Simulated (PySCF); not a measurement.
# Working out the ionisation energy of N⁺

N⁺ [He] 2s2 2p2 (3P) → N²⁺ [He] 2s2 2p1 (2P). Computed with PySCF 2.14 in aug-cc-pVDZ-DK (4s3p2d, 23 functions), with scalar relativity by spin-free X2C-1e. Frozen: 1s2. Energies in hartree (1 hartree = 27.21139 eV):

| part | N⁺ (lower) | N²⁺ (upper) |
| --- | --- | --- |
| UHF | -53.910695 | -52.836973 |
| MP2 opposite-spin | -0.046057 | -0.043750 |
| MP2 same-spin | -0.008785 | -0.002351 |

Question: What does Hartree-Fock give?

Answer: (-52.836973) − (-53.910695) = 1.073722 hartree = 29.217 eV.

Question: What do MP2 and SCS-MP2 (6/5 opposite-spin, 1/3 same-spin) give?

Answer: The opposite-spin parts differ by 0.063 eV and the same-spin parts by 0.175 eV. MP2: 29.217 + (0.063) + (0.175) = 29.455 eV. SCS-MP2: 29.217 + 1.2 × (0.063) + (0.175)/3 = 29.351 eV.

A first-order spin-orbit estimate adds -0.002 eV to MP2 (valence), giving 29.453 eV against 29.601 eV (semi-empirical (NIST evaluation); NIST Atomic Spectra Database, ionization energies).

A double-zeta basis recovers only part of the correlation energy.

What remains against the reference includes basis incompleteness, the frozen core and correlation beyond second order.
